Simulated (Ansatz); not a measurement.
Cost and result for the atomization energy of `CO[SiH2]N[SiH2]O` (15 atoms, 14 bonds).

```xyz
15

C     2.363    0.543    0.573
O     1.110    0.477   -0.074
Si   -0.294    0.867    0.713
N    -1.600    0.390   -0.281
Si   -1.820   -1.190   -0.955
O    -0.369   -1.953   -0.942
H     3.115    0.110   -0.088
H     2.360   -0.020    1.514
H     2.645    1.580    0.785
H    -0.272    0.145    2.013
H    -0.380    2.333    0.946
H    -2.124    1.138   -0.711
H    -2.730   -2.053   -0.163
H    -2.395   -1.002   -2.315
H     0.392   -1.366   -1.015
```

Total charge 0; spin multiplicity 1. All single points use the PBE0-D4/def2-TZVP geometry. It is one conformer, not always the lowest. Program: Ansatz. All runs use 2 threads of an AMD EPYC 7R13 on a shared host and a share of an NVIDIA H100 80 GB. Times are those of one run each, without the atoms' runs, and a repeat can differ threefold. Electronic energies, without spin–orbit coupling; frozen cores. CCSD(T)/CBS adds CCSD(T) − MP2 in def2-TZVPP to the MP2 limit, and its time is that of the two runs behind it. T1 = 0.011. B3LYP takes the VWN-RPA correlation (the form of Gaussian; ORCA's B3LYP/G).

CCSD(T)/CBS is a level of theory with its own doubt, some kJ/mol a heavy atom from the limit and from the frozen cores, so smaller differences don't rank the functionals.

```json
{"level": "PBE0-D4/def2-TZVPP", "functions": "334", "wall time": "2.1 s"}
{"level": "B3LYP-D4/def2-TZVPP (with forces)", "functions": "334", "wall time": "2.3 s"}
{"level": "r2SCAN-D4/def2-TZVPP (with forces)", "functions": "334", "wall time": "2.6 s"}
{"level": "PBE-D4/def2-TZVPP (with forces)", "functions": "334", "wall time": "2.7 s"}
{"level": "B2PLYP/def2-TZVPP", "functions": "334", "wall time": "2.9 s"}
{"level": "ωB97X-V/def2-TZVPP", "functions": "334", "wall time": "3 s"}
{"level": "ωB97M-V/def2-TZVPP (with forces)", "functions": "334", "wall time": "3.8 s"}
{"level": "MP2/def2-QZVPP", "functions": "638", "wall time": "4 s"}
{"level": "CCSD(T)/def2-TZVPP", "functions": "334", "wall time": "7.5 s"}
{"level": "CCSD(T)/CBS(def2)", "functions": "–", "wall time": "12 s"}
```

Q: What atomization energy does each give, and how far from CCSD(T)/CBS? (Estimate.)

A: Ansatz gave: 
```json
{"level": "PBE0-D4/def2-TZVPP", "atomization (kJ/mol)": "5423.5", "difference from CCSD(T)/CBS": "-73.7", "per bond": "-5.3"}
{"level": "B3LYP-D4/def2-TZVPP (with forces)", "atomization (kJ/mol)": "5475.7", "difference from CCSD(T)/CBS": "-21.5", "per bond": "-1.5"}
{"level": "r2SCAN-D4/def2-TZVPP (with forces)", "atomization (kJ/mol)": "5466.3", "difference from CCSD(T)/CBS": "-30.9", "per bond": "-2.2"}
{"level": "PBE-D4/def2-TZVPP (with forces)", "atomization (kJ/mol)": "5508.7", "difference from CCSD(T)/CBS": "11.5", "per bond": "0.8"}
{"level": "B2PLYP/def2-TZVPP", "atomization (kJ/mol)": "5416.2", "difference from CCSD(T)/CBS": "-81.0", "per bond": "-5.8"}
{"level": "ωB97X-V/def2-TZVPP", "atomization (kJ/mol)": "5504.1", "difference from CCSD(T)/CBS": "6.9", "per bond": "0.5"}
{"level": "ωB97M-V/def2-TZVPP (with forces)", "atomization (kJ/mol)": "5498.3", "difference from CCSD(T)/CBS": "1.1", "per bond": "0.1"}
{"level": "MP2/def2-QZVPP", "atomization (kJ/mol)": "5507.9", "difference from CCSD(T)/CBS": "10.7", "per bond": "0.8"}
{"level": "CCSD(T)/def2-TZVPP", "atomization (kJ/mol)": "5335.5", "difference from CCSD(T)/CBS": "-161.7", "per bond": "-11.5"}
{"level": "CCSD(T)/CBS(def2)", "atomization (kJ/mol)": "5497.2", "difference from CCSD(T)/CBS": "0.0", "per bond": "0.0"}
```

From PBE to PBE0 (25 % exact exchange), in def2-TZVPP and without D4, the atomization energy moves by −80.0 kJ/mol: exact exchange takes away binding that semilocal exchange gives to molecules. The D4 term adds +55.6 kJ/mol with B3LYP and +29.6 kJ/mol with PBE0; it sums over pairs of atoms, weighted by their polarisabilities, and B3LYP, whose exchange is more repulsive, gets the larger term. In def2-TZVPP, CCSD(T) changes the Hartree–Fock value by +1377.6 kJ/mol (the triples alone add +71.1 kJ/mol) and MP2 by +1452.5 kJ/mol; breaking electron pairs costs correlation energy, which Hartree–Fock lacks.
